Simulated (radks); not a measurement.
Species: the palladium ion Pd5+. Configuration: [Kr] 4d5 (the NIST ground configuration). Method: Dirac Kohn-Sham, BLYP, spin-unpolarised, spherical densities, point nucleus; open shells fill j = l - 1/2 first; computed with a radial shooting solver on a logarithmic mesh with Libxc functionals.

Radial electron density D(r) = 4 pi r^2 rho(r):

r (bohr)  D(r) (e/bohr)
0.001417          2.153
0.001611          2.691
0.001831          3.356
0.002097          4.231
0.002384          5.244
0.002709          6.477
0.003104          8.069
0.003528          9.876
0.004009          12.02
0.004557          14.55
0.005221          17.69
0.005934          21.08
0.006744          24.91
0.007726          29.41
0.008781          33.99
0.009981          38.77
0.01143           43.89
0.013             48.50
0.01477           52.63
0.01692           56.17
0.01923           58.39
0.02186           59.34
0.02504           58.90
0.02846           57.29
0.03235           54.96
0.03706           52.46
0.04212           50.96
0.04788           51.09
0.05485           53.60
0.06234           58.11
0.07085           63.91
0.08053           69.55
0.09226           73.38
0.1049            73.43
0.1192            69.55
0.1365            62.28
0.1552            54.90
0.1764            49.78
0.2021            48.83
0.2297            51.94
0.261             56.42
0.2991            58.77
0.3399            55.88
0.3863            47.74
0.4426            35.90
0.503             25.43
0.5717            18.46
0.655             15.60
0.7444            15.75
0.8461            16.36
0.9694            15.63
1.102             13.26
1.252             9.910
1.423             6.546
1.63              3.693
1.853             1.907
2.106            0.8719
2.413            0.3289
2.743            0.1124
3.117           0.03190
3.571          0.006496
4.059          0.001104

D(r) has 4 maxima, at r = 0.0224, 0.0984, 0.299, 0.860 bohr, and minima at 0.0446, 0.194, 0.687 bohr, inside which lie 2.04, 11.17, 29.17 electrons.
